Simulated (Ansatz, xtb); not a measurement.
Isomers of C4H9BF2Si in order of energy

4 gas-phase structures of C4H9BF2Si, from a drawn sample of its isomers (lower ones may exist). Each was relaxed with GFN2-xTB; where two conformers were screened, the lower at r2SCAN-D4/def2-SVP is listed:

A. `FB(F)[C@@H]1CC[SiH2]C1`, a singlet
B. `BCC/C=C\[SiH](F)F`, a singlet
C. `FB(F)[SiH]1CCCC1`, a singlet
D. `C[C@@H]1C[C@H](B(F)F)[SiH2]1`, a singlet

**Question.** Estimate their order in r2SCAN-D4/def2-SVP energy at these geometries, lowest first.

**Answer.** Calculated order at r2SCAN-D4/def2-SVP: A (0.0), C (8.7), D (14.1), B (44.1) kcal/mol.

Energies above the lowest of each column, in kcal/mol; the last columns are at PBE0-D3(BJ)/def2-SVP geometries and were run for some of them only (a dash: not run or not comparable):

```csv
structure,GFN2-xTB,HF/STO-3G,r2SCAN-D4/def2-SVP,PBE0-D3(BJ)/def2-SVP,CCSD(T)/def2-SVP + ΔMP2/def2-TZVPP
A,0.0,0.0,0.0,0.0,0.0
C,9.1,4.1,8.7,7.1,7.0
D,8.8,23.6,14.1,11.9,12.0
B,6.6,113.6,44.1,–,–
```

Every level run on A puts it lowest or level with the lowest. Flexible structures stand in one conformer each, not always the lowest. Frequencies (GFN2-xTB) were run for A, C, D alone. ΔMP2 is the change of the MP2 energy from the smaller to the larger basis.

Over these structures GFN2-xTB departs from r2SCAN-D4/def2-SVP by 13.5 kcal/mol on average once a common shift is removed. A GFN2-xTB relaxation took about 0.17 s and the r2SCAN-D4/def2-SVP energy about 2.5 s on a shared host (Ansatz 0.2.0, xtb 6.7.1).
